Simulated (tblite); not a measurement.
C₃H₇FSi.
InChI=1S/C3H7FSi/c1-2-3(4)5/h2H,1,5H3/b3-2-

Calculated harmonic vibrations of the isolated species, GFN2-xTB (tblite), most abundant isotopes, no scaling. Against measured fundamentals such values can be off by several per cent, at times by over 20. Modes of hydrogen on silicon can be 10 to 20 % off.

Harmonic wavenumbers (cm⁻¹): 73.6, 128.7, 176.1, 245.5, 307.6, 342.7, 471.6, 559.9, 569.3, 615.6, 774.9, 778.2, 789.5, 846.6, 971.7, 1032.5, 1091.9, 1142.1, 1284.0, 1400.1, 1470.8, 1477.5, 1695.0, 2251.6, 2255.5, 2309.2, 2997.3, 3013.6, 3039.7, 3053.2.

A = 4572, B = 3146, C = 1927 MHz; mass 90.030 u (most abundant isotopes); point group Cs, symmetry number 1.

Q: Zero-point energy?

A: Half the sum of the wavenumbers: 18583 cm⁻¹ = 53.13 kcal/mol.

Q: Entropy at 298.15 K, 1 bar (ideal gas, RRHO, classical rotation)?

A: Translation 39.43, rotation 26.85, vibration 17.14: S = 83.4 cal/(mol K).

Q: And Cp and H(298.15 K) − H(0)?

A: Cp = 27.65 cal/(mol K), of which vibrations give 19.70 (their classical limit is 30 R = 59.6); H(298.15 K) − H(0) = 5.24 kcal/mol without the zero-point energy, 2.87 from vibrations.

Q: Which modes carry the vibrational entropy at 298.15 K?

A: 73.6 cm⁻¹: 4.05; 128.7 cm⁻¹: 2.97; 176.1 cm⁻¹: 2.37; 245.5 cm⁻¹: 1.76; 307.6 cm⁻¹: 1.38; 342.7 cm⁻¹: 1.20 cal/(mol K); the other 24 give 3.41 together.

Q: How do the functions run with temperature in this model?

A: 
```csv
T (K),S (cal/(mol K)),Cp (cal/(mol K)),H − H(0) (kcal/mol),G − H(0) (kcal/mol),ln q(vib)
100,61.7,14.3,1.06,-5.11,0.73
200,73.7,21.2,2.84,-11.91,2.21
300,83.6,27.8,5.29,-19.79,3.81
500,100.4,38.2,11.95,-38.24,7.06
800,120.7,48.2,25.03,-71.52,11.68
1000,131.9,52.6,35.12,-96.81,14.52
```

q(vib) and H(0) count from the zero-point level.

Hindered rotation and anharmonicity are outside this model.

The run took 1.9 s wall, 0.75 s CPU on Intel Xeon at 2.50 GHz, one thread, no GPU, shared host with 64 logical CPUs at a one-minute load of 63. This covers the Hessian and the dipole derivatives.
